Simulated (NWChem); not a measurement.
System: SiHF, singlet; SMILES F[SiH]

All runs: NWChem. Low-valent species are run as closed-shell singlets; no triplet was tried in these runs. Geometry: optimised at PBE-D3(BJ)/def2-SVP. Vertical excitations in the gas phase.

### Question
Predict the results for B3LYP/aug-cc-pVDZ, full TDDFT. Quantities: lowest excitation, singlet (eV); oscillator strength of that lowest state; lowest state with f > 0.02, singlet (eV); oscillator strength of that bright state; orbital gap (eV).

### Answer
The lowest excitation, singlet (eV) comes out as 2.89, the oscillator strength of that lowest state comes out as 0.019 and the lowest state with f > 0.02, singlet (eV) comes out as 5.39. The oscillator strength of that bright state comes out as 0.055 and the orbital gap (eV) is 3.87.
